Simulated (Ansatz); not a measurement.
The cluster Li₄Se₂⁺. The state is a doublet with charge 1. Geometry PBE-D4/def2-SVP; atoms count from 1.

```csv
atom,x (Å),y (Å),z (Å)
Li1,-2.745,-2.023,2.507
Li2,2.755,1.987,-2.525
Li3,-0.473,1.306,0.524
Li4,0.469,-1.287,-0.514
Se5,-1.247,-0.900,1.147
Se6,1.241,0.918,-1.139
```

Another isomer (doublet) lies 0.97 eV lower at PBE0-D4/def2-TZVP; other spin states weren't run for this one.

(1) Estimate the Mulliken populations from the PBE0/def2-TZVP orbitals of Ansatz.

(2) Where does the spin sit?

(3) And the Mayer bond orders between bonded heavy atoms (over 0.3)?

Results:

(1) 
| atom | charge (e) | spin (α − β) |
| --- | --- | --- |
| Li1 | 0.82 | -0.01 |
| Li2 | 0.82 | -0.01 |
| Li3 | 0.81 | 0.01 |
| Li4 | 0.81 | 0.01 |
| Se5 | -1.13 | 0.50 |
| Se6 | -1.13 | 0.50 |
Mulliken values and Mayer orders depend strongly on the basis.

(2) Summed by element: Li 0.01, Se 0.99, of 1 unpaired in all. Largest on single atoms: Se5 0.50, Se6 0.50, Li4 0.01.

(3) Li1–Se5 0.31 (2.31 Å); Li2–Se6 0.31 (2.31 Å). Values over 0.3 also appear between atoms too far apart for a bond (Se5–Se6 0.50 at 3.84 Å); they arise where an orbital or an unpaired electron spreads over both atoms.
